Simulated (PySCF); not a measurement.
Radial density of C (carbon, neutral)

TPSSh, [He] 2s1 2p2 3d1, one real determinant (an excited configuration). All numbers are calculated (PySCF 2.14, no relativity, point nucleus, in aug-cc-pVTZ with one added diffuse shell each of s, p, d, f type (6s5p4d3f, 62 functions)).

```csv
r (bohr),4πr²ρ (e/bohr),4πr²(ρα − ρβ)
0.00499,0.03672,0.0010
0.00839,0.1002,0.0027
0.0141,0.2637,0.0070
0.0238,0.6663,0.0177
0.0399,1.553,0.0412
0.0672,3.187,0.0838
0.113,5.266,0.1362
0.190,6.132,0.1633
0.320,4.131,0.2200
0.538,1.759,0.7567
0.905,1.879,1.8217
1.52,1.652,1.6515
2.56,0.4192,0.4192
4.31,0.1055,0.1055
7.24,0.1855,0.1855
12.2,0.01045,0.0105
```

⟨L²⟩ = 7.94 against 12 for a pure F term, so this real determinant mixes terms. The outer electron is Rydberg-like, and this basis confines it to a smaller radius and binds it less than a complete one would.
